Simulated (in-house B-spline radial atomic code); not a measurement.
Settings and results of a run for neutral nitrogen. Level of theory: scalar-relativistic (X2C) M06-2X, spin-polarised, spherical fractional occupations, Fermi nucleus of rms radius 2.5582 fm; calculated with an all-electron radial atomic-structure program (B-spline basis).

Command:
```bash
python run_scf.py task.json out
```
Settings (nuclear radius in fm, mass in u):
```
Z                7
configuration    [He] 2s2 2p3
hamiltonian      x2c
method           m062x
spin_polarised   True
nucleus          fermi
rms_radius       2.5582
atomic_mass      14.00307
speed_of_light   137.035999084
```

Output (hartree, bohr):
```
 radial grid: 80 intervals, B-splines of order 8, outer radius 50 bohr

 iter        energy (Eh)    residual
    1         -54.619712    2.17e-02
    2         -54.624475    6.24e-03
    3         -54.624527    3.09e-03
    4         -54.624542    1.65e-03
    5         -54.624550    4.52e-04
    6         -54.624551    1.25e-04
    7         -54.624551    1.63e-05
    8         -54.624551    3.05e-06
    9         -54.624551    3.46e-07
   10         -54.624551    5.14e-08

 total energy                       -54.62455
 kinetic                              54.5514
 electron-nucleus                   -128.5252
 Hartree                              26.1381
 exact exchange                       -3.5594
 exchange-correlation                 -3.2294

 orbital      occ     eigenvalue          <r>       <r^2>       <1/r>       r_max
 1s up      1.000       -14.8623     0.229132   0.0709556     6.65779      0.1477
 1s down    1.000       -14.8204     0.228693   0.0705984     6.66626      0.1475
 2s up      1.000        -0.9196      1.30703      2.0688     1.11004      0.9994
 2s down    1.000        -0.6894      1.38558      2.3535     1.04785       1.032
 2p up      3.000        -0.4330      1.41304     2.58847    0.964921      0.9525
```

Run time, properties included: 0.45 s on 1 thread of AMD EPYC 9R14 (shared host).

States collapsed into the nucleus by a negative tau potential were left out of the aufbau.
